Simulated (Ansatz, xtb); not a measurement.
**BFSiTe: where a starting geometry ends**

The starting geometry of this gas-phase singlet was built from a drawn formula by distance geometry and a force field; its bonds are those of `[B+]=[Si-](F)=[Te]`.

```xyz
4

B    -1.9270    0.1932   -0.8806
F     0.1790   -1.3585   -2.0429
Si   -1.5181   -1.3552   -1.8094
Te   -2.8908   -1.5613   -3.5863
```

Predict what becomes of its bonds when it is optimised with r2SCAN-D4/def2-SVP.

A new bond forms, giving a structure given below by its coordinates. Distances that change by over a tenth: B1–Si3 (1.85 → 2.13 Å). Contacts that close: B1–Te4 (3.37 → 2.47 Å).

The energy falls by 1.11 eV over 11 steps:

| step | E − E(last) (eV) |
| --- | --- |
| 1 | 1.113 |
| 2 | 0.669 |
| 3 | 0.431 |
| 4 | 0.244 |
| 5 | 0.090 |
| 7 | 0.015 |
| 8 | 0.007 |
| 9 | 0.001 |
| 10 | 0.000 |
| 11 | 0.000 |

Final geometry (Å):

```xyz
4

B    -2.6646    0.0689   -1.1401
F     0.3742   -1.8674   -2.1798
Si   -0.9737   -1.0498   -1.7769
Te   -2.8929   -1.2333   -3.2223
```

From the same start GFN2-xTB ends elsewhere, at `F[Si]B=[Te]`.

The end wasn't checked by frequencies. Atoms past krypton carry core potentials, without spin–orbit terms. Run with Ansatz 0.2.0, 51 s on 1 thread of Intel(R) Xeon(R) Processor @ 2.50GHz (Skylake/Cascade Lake), with other jobs on the host.
